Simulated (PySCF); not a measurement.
An element was calculated at UHF (PySCF 2.14, non-relativistic, a double-zeta basis, no spin-orbit coupling), in the ground configurations that NIST lists.

```
electron affinity          : 1.194 eV
first ionisation energy    : 7.779 eV
second ionisation energy   : 18.289 eV
third ionisation energy    : 26.776 eV
polarisability of the atom : 37.3 bohr³
```

Question: Which element is it?

Answer: Tellurium (Te, Z = 52), in dyall-av2z. NIST lists 9.010, 18.6 ± 0.4, 27.84 ± 0.04 eV for these ionisation energies.
